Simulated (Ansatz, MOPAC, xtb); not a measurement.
Spectroscopic constants of BH-, multiplicity 2 (lowest of 2S+1 = 2, 4 at CCSD(T)/def2-TZVPP on PBE0 minima; our sources give no spin for the ground state, which may be another). The T1 diagnostic near the minimum is 0.113, so single-reference values are doubtful.

Constants: fifth-degree fit in 1/R to seven points, most abundant isotopes. Runs in def2 and cc sets follow the lowest solution found near the PBE0 minimum.

Correlated levels freeze the cores. CBS(a, b) extrapolates the correlation energy as X⁻³ and adds the Hartree–Fock energy of set b. The state that PM3 reach isn't checked.

Codes used: Ansatz (a first-principles code); MOPAC for PM3 (differences of heats of formation); xtb for the GFN methods. Each number belongs to the level named beside it. The GFN methods have no spin term and hold the electronic entropy of 300 K.

```
level                                     r_e (Å)  ω_e (cm⁻¹)  ω_e x_e (cm⁻¹)
-------------------------------------  ----------  ----------  --------------
PM3                                         1.235  (withheld)              63
GFN1-xTB                                    1.229        2148              23
PBE/def2-TZVPP                              1.278        2021              59
CAM-B3LYP/def2-TZVPP                        1.256        2137              60
wB97X-V/def2-TZVPP                          1.264        2116              58
CCSD/def2-TZVPP                             1.261        2117              62
CCSD/def2-QZVPP                             1.262        2113              62
CCSD(T)/CBS(aug-cc-pVTZ, aug-cc-pVQZ)  (withheld)  (withheld)              62
```

**Question.** Complete the blanks.

**Answer.** 
- CCSD(T)/CBS(aug-cc-pVTZ, aug-cc-pVQZ), r_e (Å): 1.255
- CCSD(T)/CBS(aug-cc-pVTZ, aug-cc-pVQZ), ω_e (cm⁻¹): 2152
- PM3, ω_e (cm⁻¹): 1786

Doubts at one or more of the structures used: a spin-contaminated determinant (CCSD/def2-TZVPP, CCSD/def2-QZVPP, CCSD(T)/CBS(aug-cc-pVTZ, aug-cc-pVQZ)); T1 above 0.05 (CCSD/def2-TZVPP, CCSD/def2-QZVPP, CCSD(T)/CBS(aug-cc-pVTZ, aug-cc-pVQZ)).
